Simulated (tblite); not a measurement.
Species: C3H4O3Si.
Numbering: `[O:1]=[CH:2][C@@H:3]1[O:4][C:5](=[O:6])[SiH2:7]1` (hydrogens: H8 on C2; H9 on C3; H10, H11 on Si7)

Structure optimised with GFN2-xTB, isolated species.

(1) List the bond lengths, angles and torsions at this level.

## Answers

(1) 
```tsv
bond	length (bohr)	order
O1=C2	2.271	double
C2–C3	2.797	single
C3–O4	2.715	single
O4–C5	2.557	single
C5=O6	2.254	double
C5–Si7	3.688	single
C3–Si7	3.715	single
C2–H8	2.092	single
C3–H9	2.064	single
Si7–H10	2.753	single
Si7–H11	2.750	single
```

Orders are formal, as drawn. A selection of angles:
```tsv
angle	degrees
O1–C2–C3	124.7
O1–C2–H8	122.0
C3–C2–H8	113.2
C2–C3–O4	112.9
C2–C3–Si7	114.8
C2–C3–H9	110.8
O4–C3–Si7	92.1
O4–C3–H9	110.3
Si7–C3–H9	114.7
C3–O4–C5	104.1
O4–C5–O6	125.3
O4–C5–Si7	95.4
O6–C5–Si7	139.3
C5–Si7–H10	117.1
C5–Si7–H11	118.1
C3–Si7–C5	68.3
C3–Si7–H10	113.1
C3–Si7–H11	115.3
H10–Si7–H11	116.0
```

Dihedral angles: O1–C2–C3–O4 -172° (antiperiplanar); C2–C3–O4–C5 -117° (anticlinal); C3–O4–C5–O6 179° (antiperiplanar); O4–C5–Si7–C3 1° (synperiplanar); C2–C3–Si7–C5 116° (anticlinal).

Si7 (SiH2 silicon) has angles from 68.3° to 118.1°. The 4 C–O bonds span 1.193 Å (C5=O6, drawn double) to 1.437 Å (C3–O4, drawn single), a spread of 0.244 Å. The 4-membered ring C3–O4–C5–Si7 has internal angles of 68.3° to 104.1° (sum 360°, against 360° for a flat polygon); it is planar, 0.01 Å rms from its mean plane, widest ring torsion 1°.

Point group: C1 (no symmetry element, even within 0.4 Å). Its GFN2-xTB frequencies are all real (lowest 76 cm⁻¹). The numbers are those of one conformer.

All values are computed, not measured.
